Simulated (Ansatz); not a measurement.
CuSi4⁺, relaxed as a singlet with RKS PBE-D4/def2-SVP in Ansatz, starting from the GFN2-xTB geometry. Force threshold 0.02 eV/Å.

The restricted singlet is unstable towards broken spin symmetry in Hartree–Fock (as tested in another run); at PBE-D4/def2-SVP this wasn't settled. Another isomer (singlet) lies 5.19 eV lower at PBE0-D4/def2-TZVP; other spin states weren't run for this one.

Start:

Cartesian coordinates in Å:
```
Cu 0.003 -0.004 -0.006
Si 2.003 -2.648 3.099
Si 1.027 -1.357 1.582
Si -1.024 1.353 -1.587
Si -2.009 2.655 -3.088
```

Q: Estimate the energy that the relaxation releases and the steps that it takes.

A: 0.15 eV, in 4 steps; 3 s on 4 threads of Arm Neoverse V2 on a shared host. No frequencies were taken in this run, so the end may be a saddle point.

Q: Does the start keep its bonding and symmetry?

A: By distances, no bond broke or formed. The bond that changes most is Cu1–Si3, from 2.32 to 2.23 Å (atoms count from 1). Point group D∞h at the start, D∞h at the end, both within 0.05 Å.

Q: Predict the relaxed structure.

A: 
```xyz
5

Cu    0.003   -0.004   -0.005
Si    1.996   -2.639    3.090
Si    0.985   -1.302    1.517
Si   -0.982    1.298   -1.523
Si   -2.003    2.647   -3.079
```
Bond lengths: 2 × Cu–Si 2.23 Å; 2 × Si–Si 2.30 Å.
